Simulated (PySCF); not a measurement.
CH3ClSSe, SMILES CS[Se]Cl. Atoms are numbered in the order given.

```xyz
7

Se     0.2561     0.0331     0.8253
Cl     0.7719     1.8565    -0.3860
S     -0.2140    -1.4642    -0.6768
C     -1.9344    -1.0512    -1.1490
H     -2.6076    -1.1222    -0.2845
H     -2.2275    -1.7863    -1.9140
H     -1.9635    -0.0412    -1.5795
```

Geometry: B3LYP-D3(BJ)/def2-SVP. This is a generated structure with no PubChem entry under its InChIKey; it may be hypothetical. Other conformers were not sampled.

Two levels are set side by side: PBE/pcSseg-1 (PySCF) and PBE0/pcSseg-1 (PySCF). GIAO shifts against H2S (³³S), HCl (³⁵Cl), Me2Se (⁷⁷Se), TMS (¹H), TMS (¹³C) at the same level; non-relativistic, no solvent, atoms listed together averaged. Without spin–orbit terms, shifts of atoms bonded to Cl or Br come out too high at both levels. Differences are taken from unrounded values.

```csv
quantity,PBE0,PBE,PBE minus PBE0
δ(⁷⁷Se) of Se1 (ppm),1709.2,1740.5,31.3
δ(³⁵Cl) of Cl2 (ppm),131.1,190.9,59.7
δ(³³S) of S3 (ppm),394.4,433.3,38.9
δ(¹³C) of C4 (ppm),31.9,33.4,1.5
```

Rough cost on one machine, each run with all the roots and properties that it gave: PBE0 against PBE within a factor of 2.
